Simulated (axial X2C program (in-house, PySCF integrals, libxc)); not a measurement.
**Working with the constants of SnO**

A bond curve at the PBE0 level, 2c, was computed with an axial X2C code built on PySCF integrals (basis Sn dyall-cv3z [11s12p9d4f1g], O dyall-av3z [7s6p3d2f] (cores contracted in-house)) for the state Ω = 0 (closed shell). Its fit gives Re = 1.8191 Å, ωe = 868.1 cm⁻¹, ωexe = 3.17 cm⁻¹ and αe = 1.909e-03 cm⁻¹; the masses are 119.9022 and 15.9949 u. Two-component means X2C with spin–orbit coupling and atomic mean-field Coulomb and Gaunt terms.

Task: Find the reduced mass, Be and the force constant.

Result: From the PBE0 values: μ = 14.1123 u. Be = 16.8576/(μ Re²) = 0.361 cm⁻¹. k = 5.8918×10⁻⁷ μ ωe² = 6.27 mdyn/Å.

Task: Where do the fundamental and the first overtone lie?

Result: ν(1←0) = ωe − 2ωexe = 861.8 cm⁻¹; ν(2←0) = 2ωe − 6ωexe = 1717.2 cm⁻¹.

Task: Give B0, the J = 1←0 line in GHz and the most populated J at 300 K (kT = 208.5 cm⁻¹).

Result: B0 = Be − αe/2 = 0.36 cm⁻¹; 2B0 = 21.59 GHz; J(max) ≈ √(kT/2B0) − 1/2 = 16.5, so J = 17.

Task: The dipole moment p changes by 5.09 D/Å at Re. What harmonic infrared intensity follows?

Result: I = 42.256 × (dp/dR)²/μ = 78 km/mol.

Task: Estimate the centrifugal constant by the Kratzer relation.

Result: D = 4Be³/ωe² = 2.50e-07 cm⁻¹.

Occupations by symmetry block were frozen at the best pattern of an incomplete PBE0 search.
